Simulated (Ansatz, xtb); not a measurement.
C4H7BGeN2: which of two isomers lies lower

Structure a is `Bc1cn[c]([GeH3])cn1`, a singlet and structure b is `Bc1nccn[c]1[GeH3]`, a singlet. Both are isolated molecules in the gas phase, relaxed with B3LYP/def2-SVP; the shapes shown needn't be the lowest conformers.

a (Å):

```xyz
15

C    -3.5522    1.1425    0.0813
C    -2.4642    1.4495   -0.7648
C    -1.0655    1.7147    1.0173
C    -2.1446    1.4082    1.8764
B    -4.9631    0.8204   -0.4879
Ge    0.7570    2.1372    1.6558
N    -1.2413    1.7317   -0.3115
N    -3.3605    1.1286    1.4260
H    -5.1357    0.8285   -1.6822
H    -5.8714    0.5668    0.2577
H    -2.6042    1.4639   -1.8519
H     0.7840    2.0783    3.1969
H     1.7396    1.1072    1.0705
H     1.1366    3.5492    1.1751
H    -1.9999    1.3940    2.9636
```

b (Å):

| atom | x (Å) | y (Å) | z (Å) |
| --- | --- | --- | --- |
| C | -2.7992 | 1.7927 | 0.9545 |
| C | -1.9032 | 1.5712 | 3.0626 |
| C | -0.7017 | 1.1052 | 2.5059 |
| C | -1.5759 | 1.3190 | 0.4036 |
| B | -4.0271 | 2.1970 | 0.0861 |
| Ge | -1.2344 | 1.0975 | -1.5426 |
| N | -2.9346 | 1.9094 | 2.3024 |
| N | -0.5397 | 0.9805 | 1.1910 |
| H | -3.9807 | 2.1194 | -1.1158 |
| H | -5.0286 | 2.5897 | 0.6220 |
| H | -2.0157 | 1.6666 | 4.1496 |
| H | 0.1438 | 0.8289 | 3.1478 |
| H | 0.2014 | 0.5671 | -1.6849 |
| H | -1.3733 | 2.4488 | -2.2718 |
| H | -2.2317 | 0.0935 | -2.1544 |

Quicker runs give these differences E(b) − E(a): GFN2-xTB −0.05 kcal/mol; HF/STO-3G +2.88 kcal/mol (at GFN2-xTB geometries); r2SCAN-D4/def2-SVP +1.15 kcal/mol (at GFN2-xTB geometries).

Task: Estimate which is lower in electronic energy at CCSD(T)/def2-SVP + ΔMP2/def2-TZVPP, and by roughly how much.

Result: CCSD(T)/def2-SVP + ΔMP2/def2-TZVPP gives E(b) − E(a) = +1.15 kcal/mol, slightly favouring structure a, which is too small a margin to settle the true order.

The same difference at several levels:

```tsv
level	geometry	E(b) − E(a) (kcal/mol)	departure from the last row (kcal/mol)	job, with rough time for the two
GFN2-xTB	GFN2-xTB	−0.05	−1.20	optimisation, 0.19 s
HF/STO-3G	GFN2-xTB	+2.88	+1.73	single point, 1.3 s
r2SCAN-D4/def2-SVP	GFN2-xTB	+1.15	0.00	single point, 12 s
B3LYP/def2-SVP	B3LYP/def2-SVP	+2.08	+0.94	optimisation, 2.7 min
HF/def2-SVP	B3LYP/def2-SVP	+2.38	+1.23	part of the CCSD(T) run
MP2/def2-SVP	B3LYP/def2-SVP	+1.68	+0.53	part of the CCSD(T) run
CCSD(T)/def2-SVP	B3LYP/def2-SVP	+1.60	+0.45	single point
CCSD(T)/def2-SVP + ΔMP2/def2-TZVPP	B3LYP/def2-SVP	+1.15		single point, 7.2 min
```

As drawn, both hold the same kinds of bond in the same numbers.

GFN2-xTB finds them nearly level. The largest departure from CCSD(T)/def2-SVP + ΔMP2/def2-TZVPP is that of HF/STO-3G, 1.73 kcal/mol. A small imaginary or near-zero mode remains, so no thermal terms are given. The last row adds to CCSD(T) the change of the MP2 difference between the two basis sets, here −0.45 kcal/mol.

The correlated steps freeze 16 core orbitals; the filled d shell of Ge is correlated, in a basis made for valence electrons. Programs: Ansatz 0.2.0, xtb 6.7.1; the last row on 2 threads of Arm Neoverse V1 on a shared host.
